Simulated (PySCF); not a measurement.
Vertical excitations of a molecule C5H7F from PySCF with TDA-PBE/def2-SVPD, as energy in eV (oscillator strength): 6.10 (0.019), 6.59 (0.009), 6.80 (0.021), 6.94 (0.041), 7.38 (0.063), 7.41 (0.017), 7.52 (0.069), 7.78 (0.042), 7.91 (0.005), 8.08 (0.000). Lowest triplet (TDA): 4.45 eV. Coordinates come from a B3LYP-D3(BJ)/def2-SVP optimisation. One conformer was computed; it need not be the lowest.

Question: Pick the molecule that these values belong to.
A) C=CC1(F)CC1
B) C=C1CC(F)C1
C) C[C@H]1CC=C1F
D) FC=C1CCC1

Answer: C, C[C@H]1CC=C1F
